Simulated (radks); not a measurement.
Problem. Valence configurations of Cr+ (all share [Ar]). Method: scalar-relativistic Kohn-Sham, PBE, spin-polarised, spherical densities, point nucleus; open shells are filled with parallel spins first; computed with a radial shooting solver on a logarithmic mesh with Libxc functionals. Order these by energy: 3d4 4p1; 3d2 4s2 4p1; 3d4 4s1; 3d3 4p2; 3d1 4s2 4p2; 3d4.5 4p0.5; 3d4.5 4s0.5; 3d3.5 4s1.5; 3d5; 3d3 4s2.

Solution. From the lowest, in eV above it: 3d5 0.000; 3d4.5 4s0.5 0.515; 3d4 4s1 1.643; 3d4.5 4p0.5 2.692; 3d3.5 4s1.5 4.466; 3d4 4p1 6.261; 3d3 4s2 7.836; 3d3 4p2 16.415; 3d2 4s2 4p1 21.941; 3d1 4s2 4p2 41.343. NIST lists [Ar] 3d5 as the ground configuration; this level of theory agrees among the configurations tried. The energies are those of spherical high-spin densities, not of single terms.
